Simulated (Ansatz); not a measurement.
Relaxation of FGeH$_{3}$O (6 atoms, charge 0, multiplicity 1), to a largest force component of 0.02 eV/Å in at most 40 steps.

All numbers below come from RKS PBE0-D4/def2-mTZVP (Ansatz).

```xyz
6
Properties=species:S:1:pos:R:3:forces:R:3
Ge 0.000 0.000 0.000 0.38 -0.50 -2.41
F 0.000 0.000 1.680 -0.02 0.04 1.80
H 1.462 0.000 -0.516 -0.24 0.24 0.29
O -0.834 1.444 -0.589 -1.97 -0.51 -0.40
H -1.792 1.214 -0.812 1.93 0.61 0.47
H -0.730 -1.265 -0.516 -0.08 0.12 0.25
```

Task: Where does it end, and by what steps?

Result: It converged. After 7 steps the energy has fallen by 0.169 eV; H5 moved furthest, 0.25 Å.

| step | energy less start (eV) | largest force component (eV/Å) | accepted |
| --- | --- | --- | --- |
| 0 | 0.0000 | 2.412 | yes |
| 1 | -0.1260 | 1.072 | yes |
| 2 | -0.1579 | 0.176 | yes |
| 3 | -0.1551 | 0.725 | no |
| 4 | -0.1627 | 0.039 | yes |
| 5 | -0.1677 | 0.096 | yes |
| 6 | -0.1677 | 0.070 | yes |
| 7 | -0.1686 | 0.005 | yes |

```xyz
6
Properties=species:S:1:pos:R:3
Ge 0.006 -0.059 -0.091
F -0.095 0.019 1.648
H 1.475 0.084 -0.480
O -0.813 1.358 -0.747
H -1.767 1.358 -0.607
H -0.700 -1.367 -0.475
```

Whether the end is a true minimum wasn't checked by a vibrational analysis.

Time of the run: 33 s on 1 thread of Arm Neoverse V1, with other jobs on the host, peak memory 0.17 GiB.
